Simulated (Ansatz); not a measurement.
Saddle point of BH2Cl3O, singlet (BHCl₂O ([OH][B]([Cl])[Cl]) + HCl → BCl₃ ([Cl][B]([Cl])[Cl]) + H₂O (still joined by a long B–O bond); bonds formed: B1–Cl6, O2–H5; bonds broken: H5–Cl6; bonds weakened to dative contacts: B1–O2), PBE0-D4/def2-TZVP structure:

B1  (-0.179, 0.491, -0.267)
O2  (0.311, -0.085, 1.005)
Cl3  (0.704, 1.894, -0.837)
Cl4  (-1.929, 0.396, -0.499)
H5  (0.759, -0.987, 0.274)
Cl6  (0.758, -1.303, -1.219)
H7  (-0.424, -0.406, 1.543)
(Å)

Energies are electronic, without zero-point energy. Barriers and step energies count from the start structure reached by relaxing down the imaginary mode; all methods use the PBE0-D4 structures, on which another method's saddle can fall below an end. Ansatz 0.2.0; basis: def2-TZVPP, with def2-QZVPP for the basis limit; cores frozen in the correlated methods. B3LYP uses VWN-RPA correlation. Extrapolation: Hartree–Fock as exp(−7.88 √X), correlation as X^−2.97.

| method | barrier (kcal/mol) | step energy (kcal/mol) |
| --- | --- | --- |
| SPW92 | 14.13 | 2.94 |
| PBE-D4 | ? | 8.33 |
| BLYP-D4 | 26.48 | 12.59 |
| r2SCAN-D4 | 23.84 | 8.75 |
| B97M-V | 29.09 | 10.53 |
| PBE0-D4 | 24.52 | 7.64 |
| B3LYP-D4 | 28.51 | 11.83 |
| r2SCAN0-D4 | 25.81 | 8.08 |
| BHLYP-D4 | 32.08 | 11.36 |
| CAM-B3LYP-D4 | 29.36 | 11.24 |
| wB97X-V | ? | 8.43 |
| wB97M-V | 26.93 | 8.05 |
| B2PLYP | 29.84 | 12.00 |
| PBE-QIDH | 26.67 | 7.47 |
| RPA on PBE | ? | 11.57 |
| HF | 43.91 | 17.51 |
| MP2 | 26.83 | 8.04 |
| CCSD | 32.36 | 11.41 |
| CCSD(T) | 29.62 | 10.32 |

(1) Fill in the withheld barriers. (An estimate is asked for; the value comes from the calculation.)

No T1 diagnostic of these runs exceeds 0.011. The end structure is not quite a true minimum (one mode of 32i cm⁻¹).

## Answers

(1) Computed: PBE-D4 21.65; RPA on PBE 29.77; wB97X-V 27.91 kcal/mol. Each is the energy of the saddle less that of the start structure, by the same method.

For comparison, the barrier by CCSD(T) at an estimated basis limit (MP2 extrapolated from triple and quadruple zeta, plus CCSD(T) − MP2 in triple zeta) is 28.35 kcal/mol.

Hydrogen chloride, the by-product of chloride precursors, can attack films and sites by steps of this kind.

Labels in which every atom is bracketed show which atoms are joined, not bond orders.

For scale, one of the runs: CCSD(T)/def2-TZVPP, 216 basis functions (an equivalent command: `ansatz run in.yaml --threads 4`). The run took 87 s on 4 CPU threads (shared host), with 3.1 GiB of host memory at its peak.
